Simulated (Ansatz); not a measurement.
`C[Si](O)([SiH3])Cl` + `[AlH2][SeH]` → `[AlH2][Se][SiH3]` + `C[SiH](O)Cl` at 700 K and 1 bar (cleavage of the Si–Si bond).

Program: Ansatz. Geometries: PBE0-D4/def2-TZVP. ΔE: electronic, gas phase. CCSD(T)/CBS adds triple-zeta CCSD(T) − MP2 to the extrapolated MP2 energy (def2 sets, frozen cores). For Se outer-core shells are correlated without core-valence functions, which leaves a few kJ/mol of doubt a bond. Scalar relativity is left out up to krypton. Each species was taken in one conformer, which may not be the lowest.

| species | CCSD(T)/CBS energy (Eh) | H − E (kJ/mol) | S (J/(mol·K)) |
| --- | --- | --- | --- |
| `C[Si](O)([SiH3])Cl` | -1155.49045 | 301.5 | 535.4 |
| `[AlH2][SeH]` | -2644.54675 | 100.7 | 345.3 |
| `[AlH2][Se][SiH3]` | -2934.85173 | 173.5 | 446.1 |
| `C[SiH](O)Cl` | -865.21254 | 230.4 | 430.7 |

H − E and S are ideal-gas, rigid-rotor, harmonic terms from PBE0-D4/def2-TZVP, for one conformer and one mirror image of each species. 1 Eh = 2625.50 kJ/mol, R = 8.31446 J/(mol·K).

Question: By hand: ΔE, ΔH, ΔS and ΔG.

Answer: ΔE = (-2934.85173) + (-865.21254) − (-1155.49045) − (-2644.54675) = -0.02707 Eh = -71.1 kJ/mol. Δ(H − E) = 173.5 + 230.4 − 301.5 − 100.7 = 1.7, so ΔH = -69.4 kJ/mol. ΔS = 446.1 + 430.7 − 535.4 − 345.3 = -3.9 J/(mol·K). ΔG = -69.4 − 700 × (-3.9)/1000 = -66.7 kJ/mol.

Question: By hand: the equilibrium constant, and the temperature at which ΔG would vanish if ΔH and ΔS stayed fixed.

Answer: log₁₀ K = −ΔG/(RT ln 10) = 5.0. ΔG = 0 at ΔH/ΔS = 17795 K, far beyond where these terms or the molecules hold.

The number of gas molecules stays the same, so ΔS is small and ΔH decides. A doubt of 5 kJ/mol in ΔE shifts log₁₀ K by 0.4 here. Other conformers and mirror images would add mixing entropy, several J/(mol·K) or more a flexible species. These are equilibria of isolated gas molecules and say nothing of rates. Largest T1 diagnostic: 0.011 (customary marks: 0.02 for closed shells, 0.045 for open ones).
